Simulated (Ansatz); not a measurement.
Input for Ansatz (a quantum-chemistry and plane-wave program): U-PBE/def2-TZVPP on C2H6Mg (SMILES [CH3][Mg][CH3]), a point of a bond scan (R = 1.204 Å).

Ansatz 0.2 input:
```yaml
crystal:
  periodic: [false, false, false]
  atoms:
    - {symbol: Mg, position_ang: [0.00000000, 0.00000000, 0.00000000]}
    - {symbol: C, position_ang: [1.60710731, 0.25448728, -1.31696069]}
    - {symbol: H, position_ang: [2.41760991, -0.62872764, -1.20857631]}
    - {symbol: H, position_ang: [2.13343348, 1.19696231, -1.13802123]}
    - {symbol: H, position_ang: [1.27925009, 0.26303908, -2.36086406]}
    - {symbol: C, position_ang: [-1.60710731, -0.25448728, 1.31696069]}
    - {symbol: H, position_ang: [-2.18217012, -1.15639416, 1.08638648]}
    - {symbol: H, position_ang: [-2.30289266, 0.58903587, 1.27635089]}
    - {symbol: H, position_ang: [-1.27154864, -0.34420772, 2.35457737]}
basis:
  gaussian:
    orbitals: def2-TZVPP
hamiltonian:
  xc: {name: PBE}
magnetization: {spin_polarized: true, initial_magnetization: 0}
```

Program output:

```
WARN ansatz: RAYON_NUM_THREADS=1 ignored (pool sized by the plan → 1); use --threads N
Functional definition: PBE
integrals: 0.07 GiB planned
1002 factors; their error is unknown
mean field: 0.69 GiB planned
mean field evaluation 1: about -7588.8082 eV, gradient 6.6e1 eV
mean field evaluation 2: about -7533.3288 eV, gradient 9.4e1 eV
mean field evaluation 4: about -7610.0074 eV, gradient 3.0e0 eV
mean field evaluation 8: about -7610.0507 eV, gradient 1.3e-1 eV
mean field evaluation 16: about -7610.0311 eV, gradient 1.7e-4 eV
mean field -7610.03106627 eV, -279.6634834210 hartree, gradient 1.6e-5 eV, S^2 0.000000; 0 other end points of the search recorded, 0 dependent functions left out
reference -7610.03112268 eV, -279.6634854943 hartree; 15, 15 occupied and 163, 163 virtual orbitals, 1002 factors
Total energy: -7610.03112268 eV, -279.6634854943 hartree
```

The calculation finished and met its thresholds.

Cost: about 3.0 core-seconds (a rough figure).
